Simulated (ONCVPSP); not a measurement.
**Transferability test, ONCV potential for iron (Fe)**

iron (Fe), optimised norm-conserving Vanderbilt (ONCV), made with ONCVPSP 4.0.1 (PBE, scalar-relativistic). Core [Ne], reference 3s2 3p6 3d5 (charge +3). Waves: 3s: rc 1.00 bohr, ncon 4, nbas 9, qcut 11 1/bohr, 1 projector; 3p: rc 1.05 bohr, ncon 4, nbas 9, qcut 12.4 1/bohr, 2 projectors, debl 0.7 Ha; 3d: rc 1.85 bohr, ncon 4, nbas 9, qcut 9.4 1/bohr, 2 projectors, debl 1.7 Ha. Local part: polynomial inside 0.75 bohr (lpopt 5, dvloc0 3 Ha). Core correction: polynomial model core, fcfact 0.15.

In the p channel the program set the typed energies aside and used -3.563, 0.250 Ha.

Energies are relative to the spin-unpolarised reference configuration 3s2 3p6 3d5; without spin polarisation the order of configurations can differ from experiment.

(1) Give the all-electron excitation energy and the error of the potential for: 3s2 3p6 3d6 4s2; 3s2 3p6 3d6 4s1; 3s2 3p6 3d6; 3s2 3p5 3d6 4s2.

Results:

(1)

```
valence configuration  charge  ΔE all-electron (eV)  error AE − PS (meV)
      3s2 3p6 3d6 4s2       0               -59.155                 +313
      3s2 3p6 3d6 4s1      +1               -50.426                 +266
          3s2 3p6 3d6      +2               -34.223                 +157
      3s2 3p5 3d6 4s2      +1                 8.523                 +258
```
